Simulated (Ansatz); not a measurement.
BH₈NO₂Si₂, SMILES `NB(O[SiH3])O[SiH3]`. Charge 0, multiplicity 1. Geometry: relaxed with PBE0-D4/def2-TZVP. It is one conformer, not always the lowest.

```xyz
14

N     0.936   -1.071    1.480
B     0.266   -0.617    0.331
O    -0.049    0.709    0.130
Si    0.150    2.129    0.918
O    -0.094   -1.521   -0.634
Si   -0.878   -1.247   -2.057
H     1.228   -0.471    2.230
H     1.154   -2.042    1.608
H     0.821    1.916    2.232
H     0.985    3.034    0.091
H    -1.179    2.746    1.148
H    -0.095   -0.336   -2.932
H    -1.020   -2.565   -2.721
H    -2.224   -0.664   -1.823
```

Q: What is the dipole moment at ωB97M-V/def2-TZVPP? (Best estimate.)

A: The calculation gave: 1.67 D, with components (0.74, 0.19, 1.49) D in this frame, pointing from negative to positive charge.

Q: And with PBE, r2SCAN, B3LYP? (An estimate is asked.)

A: Computed: PBE 1.68 D, r2SCAN 1.69 D, B3LYP 1.68 D.

Q: Give the Mulliken charges with ωB97M-V, B3LYP, r2SCAN in def2-TZVPP. (An estimate is asked.)

A: The calculation gave: 
| atom | ωB97M-V | B3LYP | r2SCAN |
| --- | --- | --- | --- |
| N1 | -0.29 | -0.32 | -0.38 |
| B2 | 0.41 | 0.38 | 0.47 |
| O3 | -0.37 | -0.35 | -0.39 |
| Si4 | 0.29 | 0.40 | 0.43 |
| O5 | -0.39 | -0.38 | -0.42 |
| Si6 | 0.29 | 0.41 | 0.43 |
| H7 | 0.12 | 0.15 | 0.16 |
| H8 | 0.14 | 0.16 | 0.18 |
| H9 | -0.05 | -0.09 | -0.09 |
| H10 | -0.03 | -0.07 | -0.07 |
| H11 | -0.03 | -0.07 | -0.07 |
| H12 | -0.04 | -0.08 | -0.08 |
| H13 | -0.03 | -0.08 | -0.08 |
| H14 | -0.04 | -0.08 | -0.08 |

B3LYP here is the variant with VWN-RPA as its local correlation; programs differ in this.
